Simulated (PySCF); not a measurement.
C5H7F, SMILES C[C@H]1CC=C1F. Atoms are numbered in the order given.

```xyz
13

C     -1.9203    -0.2387     0.1719
C     -0.4601    -0.3788     0.5807
C      0.3977    -1.4840    -0.1475
C      1.2842    -0.3562    -0.6641
C      0.5382     0.5626    -0.0404
F      0.5921     1.8870     0.0436
H     -2.3544     0.6905     0.5743
H     -2.0192    -0.2106    -0.9255
H     -2.5189    -1.0826     0.5504
H     -0.3706    -0.4400     1.6799
H     -0.1648    -2.0364    -0.9184
H      0.8831    -2.2050     0.5309
H      2.1781    -0.3281    -1.2873
```

Coordinates come from a B3LYP-D3(BJ)/def2-SVP optimisation. The structure was generated by enumeration; whether it is a known compound was not checked.

Two levels are set side by side: PBE/pcSseg-1 (PySCF) and PBE0/pcSseg-1 (PySCF). GIAO shifts against CFCl3 (¹⁹F), TMS (¹H), TMS (¹³C) at the same level; non-relativistic, no solvent, atoms listed together averaged. Differences are taken from unrounded values.

```
quantity               PBE
------------------  ------
δ(¹³C) of C1 (ppm)    21.0
δ(¹³C) of C2 (ppm)    49.4
δ(¹³C) of C3 (ppm)    33.3
δ(¹³C) of C4 (ppm)   107.6
δ(¹³C) of C5 (ppm)   167.1
δ(¹⁹F) of F6 (ppm)  -100.2
δ(¹H) of H10 (ppm)    3.36
δ(¹H) of H13 (ppm)    5.05
```

Question: These are the PBE values. What does PBE0 give? (An estimate is asked for; the answer gives what the named calculation found.)

Answer: 
```json
[
 {"quantity": "δ(¹³C) of C1 (ppm)", "PBE0": "20.6", "PBE minus PBE0": "0.5"},
 {"quantity": "δ(¹³C) of C2 (ppm)", "PBE0": "46.7", "PBE minus PBE0": "2.6"},
 {"quantity": "δ(¹³C) of C3 (ppm)", "PBE0": "31.7", "PBE minus PBE0": "1.6"},
 {"quantity": "δ(¹³C) of C4 (ppm)", "PBE0": "110.0", "PBE minus PBE0": "-2.4"},
 {"quantity": "δ(¹³C) of C5 (ppm)", "PBE0": "168.3", "PBE minus PBE0": "-1.2"},
 {"quantity": "δ(¹⁹F) of F6 (ppm)", "PBE0": "-88.8", "PBE minus PBE0": "-11.4"},
 {"quantity": "δ(¹H) of H10 (ppm)", "PBE0": "3.27", "PBE minus PBE0": "0.09"},
 {"quantity": "δ(¹H) of H13 (ppm)", "PBE0": "5.13", "PBE minus PBE0": "-0.09"}
]
```

Rough cost on one machine, each run with all the roots and properties that it gave: PBE0 against PBE within a factor of 2.
